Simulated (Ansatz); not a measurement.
Ansatz (a program for electronic structure) input (CAM-B3LYP/def2-TZVPD):

Ansatz 0.2 input:
```yaml
crystal:
  periodic: [false, false, false]
  atoms:
    - {symbol: Si, position_ang: [0.48751529, 0.05098002, -0.11322186]}
    - {symbol: Br, position_ang: [0.12834086, -0.53382407, 2.00937734]}
    - {symbol: Br, position_ang: [-0.37425376, -1.54190062, -1.38911514]}
    - {symbol: Br, position_ang: [-0.52366445, 1.99483247, -0.43998095]}
    - {symbol: N, position_ang: [2.11167573, 0.23404636, -0.53970510]}
    - {symbol: H, position_ang: [2.69839873, -0.57155456, -0.69108384]}
    - {symbol: H, position_ang: [2.62986436, 1.05073732, -0.25571802]}
basis:
  gaussian:
    orbitals: def2-TZVPD
hamiltonian:
  xc: {name: CAM-B3LYP}
magnetization: {spin_polarized: true, initial_magnetization: 2}
```

Output:

```
Functional definition: CAM-B3LYP
integrals: 0.49 GiB planned
1933 factors; their error is unknown
integrals: 0.53 GiB planned
457 factors; integrals over basis functions are off by at most 4.0e-5 eV
0.35 GiB of the device are held for the grids
3.84 GiB of device memory are held for the factors and their scratch space
mean field: 2.34 GiB planned
mean field evaluation 1: about -219541.6447 eV, gradient 4.2e1 eV
mean field evaluation 2: about -219526.3706 eV, gradient 6.5e1 eV
mean field evaluation 4: about -219547.9941 eV, gradient 5.0e0 eV
mean field evaluation 8: about -219548.1601 eV, gradient 2.5e-1 eV
mean field evaluation 16: about -219548.8851 eV, gradient 5.6e-2 eV
mean field evaluation 32: about -219548.8864 eV, gradient 3.4e-4 eV
mean field evaluation 64: about -219548.8864 eV, gradient 2.5e-6 eV
mean field -219548.90975188 eV, -8068.2736177857 hartree, gradient 6.1e-6 eV, S^2 2.009972; 8 other end points of the search recorded, 0 dependent functions left out
reference -219548.90989456 eV, -8068.2736230290 hartree; 65, 63 occupied and 204, 206 virtual orbitals, 1933 factors
Total energy: -219548.90989456 eV, -8068.2736230290 hartree
```

This state (charge 0, triplet) is run at the relaxed geometry of the species with charge 0 and multiplicity 1, and is a spin state other than that species' own.
